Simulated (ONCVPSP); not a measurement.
**Before and after: ONCV potential for S**

| Property | Result |
| --- | --- |
| Element | sulfur |
| Generator | ONCVPSP 4.0.1 |
| Type | optimised norm-conserving Vanderbilt (ONCV) |
| Functional | PBE |
| Relativity | non-relativistic |
| Frozen core | [Ne] |
| Valence charge | 6 |
| Reference configuration | 3s2 3p4 |
| Partial waves | 3s: rc 1.25 bohr, ncon 5, nbas 10, qcut 6 1/bohr, 1 projector; 3p: rc 1.55 bohr, ncon 4, nbas 8, qcut 5.3 1/bohr, 3 projectors, debl 3.5 Ha |
| Local potential | polynomial inside 0.95 bohr (lpopt 5, dvloc0 1 Ha) |
| Core correction | Teter function, fcfact 1.75, rcfact 1.55 |

Change: local potential polynomial inside 0.95 bohr (lpopt 5, dvloc0 -1 Ha).

Cutoffs: the cutoffs (Ha) at which the residual kinetic energy of the hardest occupied pseudo-wave falls to 1 and 0.1 mHa per electron; they do not see the model core or the augmentation charge, which bear on the density cutoff. Errors are all-electron minus pseudo energies relative to the spin-unpolarised reference configuration.

Problem. What does the change do?

Solution. The potential gets neither clearly harder nor softer (14 Ha and 168 Ha → 14 Ha and 168 Ha); a bound ghost appears in s, which as a rule spoils a file; the lowest positive-energy flag moves from s at 6.5 eV to none; the number of tests with a reliable result goes from 4 to 0; the range in which the s phases agree widens (upper end -0.1 → at the end of the scan). In the separable form a ghost depends on how the local part lies against the semilocal potential of the channel, so the choice of the local part can create or remove one.

```tsv
quantity	base	changed
cutoff, loose	14 Ha	14 Ha
cutoff, tight	168 Ha	168 Ha
bound ghosts	none	s
GHOST(+) flags under 300 eV	s at 6.5 eV	none
tests with a reliable result	4 of 4	0 of 4
s: phases at 1.27 bohr within 0.05 rad from the reference energy up to (Ha; the scan ends near 5)	-0.1	to the end of the scan
p: phases at 1.57 bohr within 0.05 rad from the reference energy up to (Ha; the scan ends near 5)	to the end of the scan	to the end of the scan
rms error of d²Exc/dni dnj with the model core, mHa	0.63	0.63
```

Base: The cutoffs count occupied waves only; projector 3 of the p channel, the hardest unoccupied one, needs 80 Ha at the loose tolerance. Changed file: The cutoffs count occupied waves only; projector 3 of the p channel, the hardest unoccupied one, needs 80 Ha at the loose tolerance. A true bound ghost makes a file unfit for plane-wave use even where its test errors are small: the radial tests pick states by their node count and pass the ghost by.
